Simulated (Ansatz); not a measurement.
The input (input.yaml):

```yaml
crystal:
  periodic: [false, false, false]
  atoms:
    - { symbol: B, position_ang: [-1.701901, 0.945006, -0.932211] }
    - { symbol: C, position_ang: [-0.761275, 0.291321, 0.15837] }
    - { symbol: C, position_ang: [-0.187679, -1.091464, -0.351901] }
    - { symbol: Si, position_ang: [1.472273, -1.212086, 0.616507] }
    - { symbol: Ge, position_ang: [0.948632, 1.121061, 0.735912] }
    - { symbol: F, position_ang: [1.619644, 2.020443, -0.595661] }
    - { symbol: H, position_ang: [-1.424406, 1.963136, -1.504477] }
    - { symbol: H, position_ang: [-2.72564, 0.384808, -1.229344] }
    - { symbol: H, position_ang: [-1.35515, 0.095748, 1.06] }
    - { symbol: H, position_ang: [-0.891106, -1.916281, -0.223403] }
    - { symbol: H, position_ang: [0.047563, -1.040058, -1.420415] }
    - { symbol: H, position_ang: [1.325159, -1.920145, 1.912464] }
    - { symbol: H, position_ang: [2.635321, -1.763497, -0.114065] }
    - { symbol: H, position_ang: [0.985464, 2.092709, 1.916927] }
basis:
  gaussian: { orbitals: def2-SVP }
hamiltonian:
  xc: hf
phonons: {}
```

Launched with:

```bash
$ ansatz run input.yaml --threads 2 --pin off --max-ram 3072MiB --backend cpu --events-out ev --progress --plain --runs-dir out
```

Hardware: 2 threads of Arm Neoverse V1, on a shared host.

Question: Roughly how long does this run take, and how much memory?

Answer: 4.2 min, with a peak of 0.45 GiB, for 0 ionic steps.
